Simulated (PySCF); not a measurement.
Work out the structure from these simulated measurements.

Formula: C2H3Cl3Si.

- Dipole: 2.14 D [PBE0/pcSseg-1]
- 13C NMR: chemical shifts (computed TMS as zero) by class: 144.5 (1 C), 142.7 (1 C) ppm [GIAO PBE0/pcSseg-1]
- Rotational structure: rotational constants A, B, C: 1.427, 1.234, 1.162 GHz [GFN2-xTB]
- 1H NMR: chemical shifts (computed TMS as zero) by class: 6.56 (1 H), 6.30 (1 H), 6.25 (1 H) ppm [GIAO PBE0/pcSseg-1]
- NMR, other nuclei: isotropic shieldings of nuclei other than C and H, by class: 334 (1 Si), 826 (3 Cl) ppm [GIAO PBE0/pcSseg-1]

Electronic properties: PySCF, gas phase, density fitting. Levels stand in brackets. Isolated species at its GFN2-xTB geometry, gas phase. NMR values are class means; diastereotopic atoms form classes of their own.

**Question.** What is the compound? Reason from the data.

**Answer.** Numbering: `[CH2:1]=[CH:2][Si:3]([Cl:4])([Cl:5])[Cl:6]`. Its formula, C2H3Cl3Si, gives 1 degree of unsaturation: 0 rings and 1 π bond in the structure found. 2 carbons fall into 2 classes; from least to most shielded: terminal =CH2 carbon [C1] (144.5 ppm), alkene CH carbon [C2] (142.7 ppm). Hydrogen classes from least to most shielded: 1 H on a terminal =CH2 carbon, C1 (6.56 ppm), 1 H on a terminal =CH2 carbon, C1 (6.30 ppm), 1 H on an alkene CH carbon, C2 (6.25 ppm). The other shieldings belong to: 334 ppm, chlorine-bound silicon [Si3]; 826 ppm, silicon-bound chlorine [Cl4/Cl5/Cl6]. The optimised geometry has point group Cs and is an asymmetric top. Structure: `C=C[Si](Cl)(Cl)Cl`. The assignments are read from this structure; whether some other isomer fits the data as well wasn't checked.

The values belong to the conformer `[CH2:1]=[CH:2][Si:3]([Cl:4])([Cl:5])[Cl:6]`: C1–C2–Si3–Cl4 1°.
